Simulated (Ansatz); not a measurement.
The first iterations of a band of C2H6ClGa + H2 (12 atoms, charge 0, multiplicity 1).

Computed with RHF/def2-mTZVP (Ansatz).

```json
{
  "movable images": "9",
  "climbing image": "yes",
  "spring": "5.0 eV/Å²",
  "optimiser": "quadratic models (default)",
  "start path": "through a guess of the saddle point",
  "force threshold": "0.2 eV/Å",
  "iteration limit": "60",
  "end points": "relaxed"
}
```

First end point:

```xyz
12
Properties=species:S:1:pos:R:3
Ga -0.706 0.006 -0.094
Cl -1.877 -1.825 0.231
C -0.020 0.244 -1.933
C -0.542 1.166 1.499
H 1.920 -2.555 0.895
H 2.485 -2.091 0.844
H 0.897 0.822 -1.949
H -0.751 0.776 -2.534
H 0.161 -0.710 -2.412
H -0.203 0.596 2.355
H 0.146 1.987 1.339
H -1.509 1.584 1.757
```

Last end point:

```xyz
12
Properties=species:S:1:pos:R:3
Ga 0.597 0.157 0.046
Cl -0.931 -2.801 0.615
C 0.127 0.313 -1.886
C -0.369 1.168 1.468
H 0.213 -3.302 0.894
H 1.878 -0.709 0.446
H 0.905 0.848 -2.424
H -0.805 0.842 -2.048
H 0.043 -0.664 -2.350
H -0.308 0.679 2.433
H 0.067 2.158 1.582
H -1.417 1.310 1.225
```

| iteration | highest image above the first end (eV) | largest band force component (eV/Å) |
| --- | --- | --- |
| 1 | 2.626 | 3.280 |
| 2 | 2.100 | 2.970 |

Problem. Does the band converge within its limit, and where does its top end?

Solution. The run converged. It ended after 6 iterations with the highest image 2.057 eV above the first end. The threshold of 0.2 eV/Å is loose, so the images may lie well off the minimum-energy path. Another band between the same ends (9 images) ends at a top of the same energy, where a vibrational analysis finds 1 clearly imaginary mode. The orbitals stay closed-shell, which can raise the energy where a bond breaks towards radicals; this wasn't checked here.

The run took 2.3 min on 2 threads of Arm Neoverse V1 (shared host), peak memory 0.29 GiB.
